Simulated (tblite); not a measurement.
Compound: C2H10B2OSi.
Bonds: B1–C2, C2–C3, C3–B4, B4–O5, O5–Si6. Hydrogens: H7, H8 on B1; H9, H10 on C2; H11, H12 on C3; H13 on B4; H14, H15, H16 on Si6.

Computed with GFN2-xTB (tblite), gas phase: L-BFGS steps from a force-field or distance-geometry start until the largest atomic force falls under 0.01 eV/Å.

The end geometry, which sets the zero of energy:
```
atom  x, y, z in Å
B1      3.0843    0.2806   -0.0252
C2      1.7996   -0.6044   -0.1746
C3      0.4416    0.0659    0.0885
B4     -0.8316   -0.8904    0.0294
O5     -2.0331   -0.4402    0.3427
Si6    -3.1060    0.6683    0.8117
H7      4.1280   -0.1829   -0.2824
H8      3.0262    1.3863    0.3519
H9      1.9049   -1.4570    0.5065
H10     1.7779   -1.0647   -1.1677
H11     0.4717    0.5588    1.0646
H12     0.3059    0.8765   -0.6345
H13    -0.7490   -2.0239   -0.2932
H14    -3.5841    0.1842    2.1054
H15    -2.5204    2.0073    0.9393
H16    -4.1232    0.6446   -0.2378
```

Task: These geometries come from the run, each turned onto the end geometry. Order them by energy, lowest first.
A.
```
atom  x, y, z in Å
B1      3.0937    0.2433   -0.0395
C2      1.8217   -0.6781   -0.0954
C3      0.4948    0.0930    0.0695
B4     -0.8142   -0.8111   -0.0152
O5     -2.0057   -0.3379    0.2865
Si6    -3.1548    0.6696    0.7945
H7      3.9010    0.2165   -0.8877
H8      3.2406    0.9726    0.8662
H9      1.8799   -1.3817    0.7412
H10     1.7582   -1.2808   -1.0024
H11     0.5244    0.6508    1.0083
H12     0.4376    0.8514   -0.7167
H13    -0.7575   -1.9380   -0.3593
H14    -3.5133    0.1569    2.1150
H15    -2.6966    2.0644    0.8594
H16    -4.2173    0.5181   -0.1998
```
B.
```
atom  x, y, z in Å
B1      3.0314    0.3217    0.0211
C2      1.7914   -0.6126   -0.1916
C3      0.4090    0.0229    0.0308
B4     -0.8489   -0.9531    0.0191
O5     -2.0450   -0.4935    0.3453
Si6    -3.0332    0.6951    0.8128
H7      4.0629    0.0467   -0.4570
H8      2.9478    1.2747    0.6952
H9      1.9221   -1.4233    0.5378
H10     1.7961   -1.1136   -1.1626
H11     0.4143    0.5735    0.9756
H12     0.2565    0.7864   -0.7394
H13    -0.7725   -2.0949   -0.2721
H14    -3.4991    0.2737    2.1318
H15    -2.3708    2.0014    0.8955
H16    -4.0693    0.7039   -0.2178
```
C.
```
atom  x, y, z in Å
B1      3.0686    0.2116   -0.0575
C2      1.8015   -0.7009   -0.0762
C3      0.5091    0.1054    0.0937
B4     -0.8192   -0.7476    0.0370
O5     -1.9198   -0.3561    0.6480
Si6    -3.1646    0.6451    0.8235
H7      3.8497    0.2734   -0.9254
H8      3.2328    0.9094    0.8628
H9      1.8851   -1.4007    0.7546
H10     1.7023   -1.3172   -0.9602
H11     0.5734    0.6881    1.0023
H12     0.4433    0.8329   -0.7168
H13    -0.8284   -1.7288   -0.6218
H14    -3.5936    0.1584    2.1270
H15    -2.7072    2.0310    0.7450
H16    -4.0403    0.4049   -0.3112
```
D.
```
atom  x, y, z in Å
B1      3.0493    0.3021    0.0040
C2      1.7942   -0.6247   -0.1606
C3      0.4247    0.0489    0.0399
B4     -0.8406   -0.9189    0.0116
O5     -2.0399   -0.4726    0.3452
Si6    -3.0706    0.6798    0.8159
H7      4.0187    0.1063   -0.6278
H8      3.0590    1.1683    0.7949
H9      1.9110   -1.3971    0.6113
H10     1.7914   -1.1664   -1.1084
H11     0.4410    0.6152    0.9745
H12     0.3007    0.8035   -0.7440
H13    -0.7569   -2.0528   -0.3189
H14    -3.5391    0.2531    2.1334
H15    -2.4277    1.9992    0.8522
H16    -4.1223    0.6652   -0.1986
```
E.
```
atom  x, y, z in Å
B1      3.0390    0.2282   -0.0365
C2      1.7457   -0.6621   -0.0663
C3      0.4355    0.1907    0.0698
B4     -0.8688   -0.7166    0.0824
O5     -1.7691   -0.6378    1.0767
Si6    -2.9513    0.4441    0.8799
H7      3.7697    0.2172   -0.9509
H8      3.2745    0.9024    0.8875
H9      1.7603   -1.3668    0.7705
H10     1.6784   -1.2495   -0.9840
H11     0.4921    0.7823    0.9835
H12     0.4129    0.8949   -0.7753
H13    -1.0836   -1.3983   -0.8625
H14    -3.8934    0.4797    1.9835
H15    -2.3569    1.7841    0.7207
H16    -3.6924    0.1164   -0.3545
```

Result: B (0.008 eV), D (0.017 eV), A (0.038 eV), C (0.158 eV), E (0.566 eV).

In the order of the answer:

| step | E above end (eV) | largest force (eV/Å) | rms force component (eV/Å) | rms distance from end (Å) | rms bond change (Å) | bond most changed (Å) |
| --- | --- | --- | --- | --- | --- | --- |
| 82 | 0.008 | 0.02 | 0.010 | 0.146 | 0.001 | O5–Si6 +0.002 |
| 66 | 0.017 | 0.12 | 0.039 | 0.186 | 0.002 | O5–Si6 +0.004 |
| 46 | 0.038 | 0.06 | 0.026 | 0.292 | 0.003 | C2–C3 +0.006 |
| 15 | 0.158 | 0.39 | 0.162 | 0.352 | 0.007 | C3–B4 -0.014 |
| 3 | 0.566 | 0.86 | 0.209 | 0.501 | 0.012 | C2–C3 +0.032 |

The cost below is that of the whole relaxation. Time: 0.53 s. Hardware: one thread, Arm Neoverse V2 (aarch64), no GPU (shared host).
